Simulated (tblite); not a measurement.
Species: C₅H₈N₂O₂ (charge -1 and doublet state).
Z-matrix (Å and degrees, GFN2-xTB geometry), rows numbered from 1:
```
C 
O   1  1.3976
C   2  1.3932  1  112.71
C   3  1.3814  2  123.21  1   172.29
C   4  1.4757  3  132.40  2    10.03
N   5  1.4933  4  115.20  3    84.21
O   4  1.4108  3  106.74  2   178.19
C   7  1.4416  4  103.45  3    -1.84
N   3  1.3276  2  123.28  1    -6.56
H   1  1.0933  2  106.91  3   176.64
H   1  1.0972  2  111.26  3   -63.44
H   1  1.0954  2  110.95  3    56.49
H   5  1.0962  4  110.59  3  -155.87
H   5  1.0952  4  109.56  3   -35.31
H   6  1.0187  5  106.77  4    55.35
H   6  1.0186  5  106.87  4   -57.40
H   8  1.0925  7  111.97  4   139.11
```

Method: GFN2-xTB as coded in tblite; computed harmonic values from a numerical Hessian at the method's own geometry, unscaled. Errors from tens to a few hundred cm⁻¹ against measured bands are possible. One conformer, not necessarily the lowest. Open shells enter through the occupations alone, without spin polarisation, and single modes of such species can be off by tens of per cent.

Harmonic wavenumbers (cm⁻¹): 40.0, 58.1, 84.2, 110.7, 166.3, 255.0, 269.5, 326.6, 359.8, 425.1, 486.5, 566.5, 598.3, 693.1, 720.3, 842.1, 853.4, 915.7, 953.4, 1008.9, 1070.5, 1084.3, 1115.1, 1141.0, 1160.3, 1183.1, 1245.6, 1258.5, 1304.3, 1312.6, 1391.0, 1446.1, 1448.8, 1456.6, 1502.2, 1522.9, 1579.7, 2838.0, 2888.9, 2909.5, 2925.6, 2929.2, 2955.6, 3341.0, 3366.8.

A = 2290, B = 1426, C = 949.5 MHz; mass 128.059 u (most abundant isotopes); point group C1, symmetry number 1; spin multiplicity 2.

Zero-point energy?

½Σν̃ = 28055 cm⁻¹ = 335.62 kJ/mol.

Entropy at 273.15 K, 1 bar (ideal gas, RRHO, classical rotation)?

Translation 167.55, rotation 120.37, vibration 112.97, spin (R ln 2) 5.76: S = 406.7 J/(mol K).

And Cp and H(273.15 K) − H(0)?

Cp = 141.28 J/(mol K), of which vibrations give 108.02 (their classical limit is 45 R = 374.2); H(273.15 K) − H(0) = 24.68 kJ/mol without the zero-point energy, 15.60 from vibrations.

Blend soft modes into free rotors: weight 1/[1 + (100 cm⁻¹/ν̃)⁴] for the oscillator and the rest for a rotor with moment μB/(μ + B), μ = h/(8π²ν), B = 10⁻⁴⁴ kg m². What vibrational entropy results?

100.80 J/(mol K) in place of 112.97, which changes −T·S at 273.15 K by +3.32 kJ/mol.

How do the functions run with temperature in this model?

| T (K) | S (J/(mol K)) | Cp (J/(mol K)) | H − H(0) (kJ/mol) | G − H(0) (kJ/mol) | ln q(vib) |
| --- | --- | --- | --- | --- | --- |
| 50 | 254.5 | 58.6 | 2.22 | -10.50 | 0.73 |
| 100 | 301.4 | 78.7 | 5.67 | -24.48 | 2.14 |
| 298.15 | 419.4 | 150.7 | 28.33 | -96.72 | 7.35 |
| 373.15 | 456.3 | 178.5 | 40.69 | -129.58 | 9.19 |
| 500 | 514.5 | 219.9 | 66.05 | -191.20 | 12.25 |
| 750 | 615.4 | 277.2 | 128.77 | -332.81 | 18.01 |
| 1000 | 700.5 | 313.4 | 202.91 | -497.59 | 23.33 |

q(vib) and H(0) count from the zero-point level.

Hindered rotation and anharmonicity are outside this model. Other conformers, if any are populated, would add a mixing term that is left out. The structure is chiral; the term R ln 2 for an equal mix with its mirror image is left out.
